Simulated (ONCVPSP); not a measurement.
## Before and after: ONCV potential for Sn (Z = 50)

ONCVPSP 4.0.1 input, shortened (lines: element, Z, core and valence counts, functional; n l f; lmax; l rc ep ncon nbas qcut; lloc lpopt rc5 dvloc0; l nproj debl; icmod fcfact rcfact), PBEsol, fully relativistic:

```
  Sn 50.00    8    3  -116133      upf
    1    0    2.00
    2    0    2.00
    2    1    6.00
    3    0    2.00
    3    1    6.00
    3    2   10.00
    4    0    2.00
    4    1    6.00
    4    2   10.00
    5    0    2.00
    5    1    1.50
    2
    0    2.15    0.00    5    8    2.70
    1    2.70    0.00    4    8    2.70
    2    1.60    0.00    3    7    9.30
    4    3    1.10    0.00
    0    2    1.40
    1    2    0.70
    2    2    0.80
    3    5.25    1.80
```

Open shells are filled in proportion to 2j + 1.

In the d channel the program set the typed energies aside and used -1.071, 0.250 Ha (j = l + 1/2; the other j can differ).

Change: local potential polynomial inside 1.50 bohr (lpopt 2, dvloc0 0 Ha).

Cutoffs: the cutoffs (Ha) at which the residual kinetic energy of the hardest occupied pseudo-wave falls to 1 and 0.1 mHa per electron; they do not see the model core or the augmentation charge, which bear on the density cutoff. Errors are all-electron minus pseudo energies relative to the spin-unpolarised reference configuration.

Question: How do hardness, ghosts and transferability respond?

Answer: The potential gets neither clearly harder nor softer (33 Ha and 37 Ha → 33 Ha and 37 Ha); the bound ghost in s disappears; the lowest positive-energy flag moves from p3/2 at 4.6 eV to s at 64.8 eV; the errors of the 4 common tests hardly move. In the separable form a ghost depends on how the local part lies against the semilocal potential of the channel, so the choice of the local part can create or remove one.

| quantity | base | changed |
| --- | --- | --- |
| cutoff, loose | 33 Ha | 33 Ha |
| cutoff, tight | 37 Ha | 37 Ha |
| bound ghosts | s | none |
| GHOST(+) flags under 300 eV | p3/2 at 4.6 eV, p1/2 at 11.3 eV | s at 64.8 eV |
| error for 4d10 5s2 5p2, meV [ΔE -2.63 eV] | -0.3 | -0.3 |
| error for 4d10 5s2 5p1, meV [ΔE 4.28 eV] | -0.8 | -0.8 |
| error for 4d10 5s2 5p0, meV [ΔE 18.27 eV] | -18 | -18 |
| error for 4d10 5s0 5p0, meV [ΔE 90.33 eV] | -490 | -490 |
| s: phases at 2.18 bohr within 0.05 rad from the reference energy up to (Ha; the scan ends near 5) | 3.0 | 2.2 |
| p3/2: phases at 2.74 bohr within 0.05 rad from the reference energy up to (Ha; the scan ends near 5) | 2.0 | 1.7 |
| p1/2: phases at 2.74 bohr within 0.05 rad from the reference energy up to (Ha; the scan ends near 5) | 1.8 | 1.7 |
| d5/2: phases at 1.63 bohr within 0.05 rad from the reference energy up to (Ha; the scan ends near 5) | to the end of the scan | to the end of the scan |
| d3/2: phases at 1.63 bohr within 0.05 rad from the reference energy up to (Ha; the scan ends near 5) | to the end of the scan | to the end of the scan |
| rms error of d²Exc/dni dnj with the model core, mHa | 2.81 | 2.81 |

 A true bound ghost makes a file unfit for plane-wave use even where its test errors are small: the radial tests pick states by their node count and pass the ghost by.
